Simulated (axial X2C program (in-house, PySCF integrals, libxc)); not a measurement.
## Spin–orbit effects down a group: molecules with Pd (ions), PBE0

All values come from calculations with an axial X2C code built on PySCF integrals, spin-free (one-electron X2C) or two-component (2c: spin–orbit coupling with atomic mean-field Coulomb and Gaunt terms, which also bring small scalar terms), in Dyall basis sets with cores contracted in-house; open shells are unrestricted.

Basis sets: H dyall-v3z, Li dyall-cv3z, Na dyall-cv3z, Pd dyall-cv3z.

```tsv
molecule	spin-free state	Re (Å)	ωe (cm⁻¹)	De (eV)	2c state	Re 2c (Å)	ωe 2c (cm⁻¹)	De 2c (eV)
PdH⁺	M_S = 0, Λ = 0	1.458	2363.7	2.14	Ω = 0	1.460	2351.2	n/a
LiPd⁺	M_S = 0, Λ = 0	2.429	287.4	0.77	Ω = 0	2.432	286.3	0.77
NaPd⁺	M_S = 0, Λ = 0	2.868	132.8	0.46	Ω = 0	2.870	132.5	0.46
```

Work out the shifts from the spin-free to the two-component result.



```csv
molecule,2c state,ΔRe (Å),Δωe (cm⁻¹),ΔDe (eV)
PdH⁺,Ω = 0,0.002,-12.5,n/a
LiPd⁺,Ω = 0,0.003,-1.1,0.00
NaPd⁺,Ω = 0,0.002,-0.3,0.00
```

Shifts of one unit in the last digit are rounding.

Fragments in 2c: Pd+ + H, Pd + Li+, Pd + Na+. Each entry is the lowest single determinant of a limited PBE0 search at one distance. De goes to single-determinant-based atoms at the same level (for ions the charge split of lowest energy) and is withheld (n/a) where an atom does not fit its ground term or J level. Main or longest-lived isotopes. The functionals have no current term, which raises determinants with orbital currents.
